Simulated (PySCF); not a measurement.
# Be2Cl2H2: core ionisation energies

(ClBe-mu-H)2.
Bonds: Be1–Cl2, Be4–Cl5. Hydrogens: H3, H6 on Be1; H3, H6 on Be4.

Computed with delta-SCF UKS SCAN, pcX-2 on the ionised atom, pcseg-1 elsewhere, spin-free X2C (PySCF). Vertical ΔSCF values, vacuum level as zero.

Problem. What binding energy does each computed site have?

Solution. 
```
atom(s)   bonded to     level  binding energy (eV)  2p1/2 (eV)  count
Be1/Be4  Cl and 2 H     Be 1s               121.86           –      2
Cl2/Cl5          Be  Cl 2p3/2               206.01      207.66      2
Cl2/Cl5          Be     Cl 1s              2828.62           –      2
```

Problem. What is the longest wavelength that can ionise Cl 2p3/2 of Cl2/Cl5 vertically?

Solution. λ = hc/E = 12398.42 eV Å / 206.01 eV = 60.184 Å.

Atoms equivalent by their bonding share one computed value, that of the first of them. Spin–orbit and ligand-field terms were added within each 2p shell after the spin-free SCF. 2p1/2 minus 2p3/2 (ligand field included): Cl 1.65 eV. Geometry: PBE0-D3(BJ)/def2-SVP; no solvent, vibrations or thermal averaging.

Hardware: one thread, Arm Neoverse V2, no GPU (shared host). Cost: 6.0 s of wall time.
